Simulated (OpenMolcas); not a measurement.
**Te⁴⁺: effect of the level shift or regulariser**

```json
{
  "Program": "OpenMolcas 26.06",
  "Basis": "ANO-RCC-VQZP [8s7p5d3f2g]",
  "Scalar Hamiltonian": "DKH2, point nucleus",
  "Active space": "2 electrons in 4 orbitals (5s 5p)",
  "State averaging": "2S+1 = 3 even, 3 roots; 2S+1 = 1 even, 7 roots; 2S+1 = 3 odd, 3 roots; 2S+1 = 1 odd, 3 roots",
  "Spin-orbit coupling": "state interaction with AMFI integrals over the reference wave functions, term energies averaged over their components"
}
```

Methods on the same reference wave functions:
A. CASSCF
B. MS-CASPT2, IPEA 0.25 Eh, imaginary shift 0.1 Eh (closed shells correlated: 4d)
C. MS-CASPT2, IPEA 0.25 Eh, imaginary shift 0.3 Eh (closed shells correlated: 4d)

Energies in cm⁻¹ above 5s² ¹S₀, the measured ground level; measured values from Moore, Atomic Energy Levels, vol. III, NSRDS-NBS 35 (1971 reprint of NBS Circular 467, 1958).

| Level | A | B | C | Measured |
| --- | --- | --- | --- | --- |
| 5s² ¹S₀ | 0.0 | 0.0 | 0.0 | 0.0 |
| 5s 5p ³P°₀ | 70724 | 75900 | 75890 |  |
| 5s 5p ³P°₁ | 73421 | 78420 | 78410 |  |
| 5s 5p ³P°₂ | 79868 | 85040 | 85030 |  |
| 5s 5p ¹P°₁ | 119916 | 109990 | 109990 | 111707 |
| 5p² ³P₀ | 174814 | 177150 | 177140 | 176248 |
| 5p² ³P₁ | 179293 | 182150 | 182140 | 182419 |
| 5p² ¹S₀ | 220199 | 212500 | 212490 |  |

Deviations, from unrounded energies. A percentage is the sum of absolute deviations over the sum of measured energies, with the sign that they share, or ± where signs differ.

| Against measurement | Levels | A | B | C |
| --- | --- | --- | --- | --- |
| mean absolute deviation (cm-1) | 3 | 4300 | 960 | 960 |
| other configurations (%) | 3 | ±2.7 | ±0.6 | ±0.6 |

B, C lie about equally close to measurement and A furthest from it. The largest miss of B in the table is 5s 5p ¹P°₁, by -1700 cm-1. The ranking rests on the paired levels alone, and a cruder setting can come out closer through cancelling errors.

Between B and C the level of the table that moves most is 5p² ¹S₀, by 11 cm-1 (lowest in C, highest in B). Moves below CASPT2's spread within the term are not significant.

The lowest spin-free term lies below A's lowest term by 0.451 hartree in B, 0.451 hartree in C.

Over all roots computed the reference weight is 0.89 to 0.95 in B; the roots of lowest weight are the least certain, and an intruder state may touch them. The ¹D term of p² mixes with s d, which this space lacks. Computed and measured levels are paired by configuration, term and J; levels that our copy of the source lacks, or whose pairing is in doubt (as where it misses far off the trend of its configuration), stay unpaired and out of the deviations. Levels of configurations outside the active space are missing. Levels that lie high or do not pair safely by name in every column are left out.

° marks odd parity.
